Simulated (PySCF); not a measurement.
Si(Cl)(OH)(SH)2 (ClH₃OS₂Si), SMILES O[Si](S)(S)Cl.

The structure is a stationary point at B3LYP-D3(BJ)/def2-SVP. The structure was generated by enumeration, and PubChem lists no compound with its InChIKey, so it may never have been made. Other conformers were not sampled.

Computed with B3LYP-D3(BJ)/def2-SVP (PySCF).

Frequencies are harmonic and unscaled.

Task: Estimate the vibrational spectrum. (Estimate from the structure and the level; the computed values follow.)

Result: 
| mode | ν (cm⁻¹) | IR (km/mol) | Raman (Å⁴/amu) | depolarisation | moving atoms (share of kinetic energy) |
|---|---|---|---|---|---|
| 1 | 121 | 10.1 | 4.6 | 0.75 | S 48 %, H 18 %, Cl 17 %, O 15 % |
| 2 | 129 | 7.6 | 3.5 | 0.74 | S 36 %, H 28 %, Cl 20 %, O 13 % |
| 3 | 183 | 4.4 | 1.3 | 0.73 | H 48 %, S 23 %, Cl 17 %, Si 9 % |
| 4 | 209 | 13.3 | 2.8 | 0.59 | H 32 %, S 26 %, Si 18 %, Cl 14 %, O 10 % |
| 5 | 218 | 5.7 | 3.0 | 0.75 | H 39 %, S 21 %, Cl 18 %, Si 12 %, O 10 % |
| 6 | 262 | 22.0 | 7.0 | 0.75 | H 84 %, S 9 % |
| 7 | 266 | 22.8 | 4.2 | 0.75 | O 43 %, S 30 %, H 17 % |
| 8 | 313 | 93.6 | 1.4 | 0.75 | H 48 %, O 37 %, Cl 8 % |
| 9 | 424 | 8.0 | 17.9 | 0.02 | S 49 %, Cl 22 %, Si 12 %, O 11 % |
| 10 | 570 | 183.1 | 3.4 | 0.75 | Si 61 %, Cl 22 %, S 13 % |
| 11 | 578 | 130.5 | 3.8 | 0.73 | Si 59 %, S 27 %, H 10 % |
| 12 | 736 | 28.6 | 6.4 | 0.72 | H 84 %, O 9 % |
| 13 | 763 | 10.5 | 12.2 | 0.75 | H 88 % |
| 14 | 835 | 256.6 | 2.5 | 0.32 | H 67 %, O 21 %, Si 11 % |
| 15 | 924 | 62.2 | 2.7 | 0.20 | O 39 %, Si 39 %, H 21 % |
| 16 | 2663 | 0.3 | 134.5 | 0.29 | H 97 % |
| 17 | 2665 | 0.2 | 162.0 | 0.30 | H 97 % |
| 18 | 3848 | 111.2 | 123.0 | 0.31 | H 94 % |
